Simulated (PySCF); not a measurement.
# How methods differ on the excitation energy of P

P [Ne] 3s2 3p3 (4S) → P [Ne] 3s2 3p2 4s1 (4P), as a difference of total energies. All numbers are calculated (PySCF 2.14, the spin-free X2C one-electron Hamiltonian (Gaussian nucleus), in x2c-TZVPPall with one added diffuse shell each of s, p, d type (6s6p4d1f, 51 functions)). Correlated levels: valence: [Ne] frozen; valence and next inner shell: 1s2 frozen. The calculations carry no spin-orbit coupling.

```csv
method,excitation energy (eV)
UHF,6.967
LDA,7.047
PBE,7.045
PBE0,7.162
r2SCAN,7.373
BP86,7.008
TPSS,7.217
BLYP,6.883
wB97M-V,7.022
MP2 (valence),7.253
SCS-MP2 (valence),7.165
MP2 (valence and next inner shell),7.243
SCS-MP2 (valence and next inner shell),7.158
```

Errors of the correlated levels include the incompleteness of this basis and the frozen core.

The promoted electron is Rydberg-like, and one or two diffuse shells describe it only roughly, which tends to raise the upper state.

Problem. Which method comes closest to the reference value, and which is furthest?

Solution. The reference is 6.967 eV (measured; NIST levels, between the centres of gravity of the two terms). Closest: UHF (error 0.000 eV); furthest: r2SCAN (error 0.406 eV).
